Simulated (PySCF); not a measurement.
Input file for PySCF: R-M06-2X/def2-TZVPP on CH3ClSi (SMILES C[Si]Cl), a point of a torsion scan.

```python
from pyscf import gto, dft

mol = gto.M(
    atom='''
    C    -0.60747796   -0.00638843   -0.01618809
    Si    0.97137643    1.08235106   -0.08862321
    Cl    2.35417110   -0.32504471   -0.77104342
    H    -0.79401258   -0.33001676    1.00764875
    H    -1.48489057    0.55615147   -0.33071094
    H    -0.53880521   -0.89876457   -0.63857457
    ''',
    basis='def2-tzvpp',
    charge=0, spin=0, verbose=4, max_memory=1800)
mf = dft.RKS(mol, xc='m062x').density_fit(auxbasis='def2-universal-jkfit')
mf.grids.level = 4
mf.conv_tol = 1e-9
mf.max_cycle = 150
mf.kernel()
mf.dip_moment()
```

### Question
Predict the final total energy.

### Answer
-789.5956 hartree.
